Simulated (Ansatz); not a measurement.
Reaction (cleavage of the Si–Si bond): `C[SiH2][SiH](O)O` + `[OH][GeH2][OH]` → `[OH][GeH2][O][SiH](O)O` + `C[SiH3]`

Isolated molecules relaxed with PBE0-D4/def2-TZVP in Ansatz; ΔE leaves out vibrations. CCSD(T)/CBS is the MP2 limit (def2-TZVPP, def2-QZVPP) plus CCSD(T) − MP2 in def2-TZVPP, frozen cores. This one scheme is used for every species. Functionals use def2-TZVPP. For Ge outer-core shells are correlated without core-valence functions, which leaves a few kJ/mol of doubt a bond. Scalar relativity is left out up to krypton. One conformer a species, not always the lowest.

CCSD(T)/CBS gives -165.5 kJ/mol.

(1) Another level gave -188.3 kJ/mol. Which?
A. r2SCAN-D4/def2-TZVPP
B. PBE0-D4/def2-TZVPP
C. ωB97M-V/def2-TZVPP
D. HF/def2-TZVPP

Largest T1 diagnostic among the species: 0.012.

Results:

(1) D. HF/def2-TZVPP -188.3, r2SCAN-D4 -162.9, ωB97M-V -169.5, PBE0-D4 -149.3 kJ/mol.

The D4 term adds −3.2 kJ/mol with B3LYP and −1.5 kJ/mol with PBE0; it sums over pairs of atoms, weighted by their polarisabilities, and B3LYP, whose exchange is more repulsive, gets the larger term. From PBE to PBE0 (25 % exact exchange), in def2-TZVPP and without D4, ΔE moves by −11.9 kJ/mol. In def2-TZVPP, CCSD(T) changes the Hartree–Fock value by +19.7 kJ/mol (the triples alone add +2.6 kJ/mol) and MP2 by +15.3 kJ/mol.

B3LYP here is the variant with VWN-RPA as its local correlation; programs differ in this.
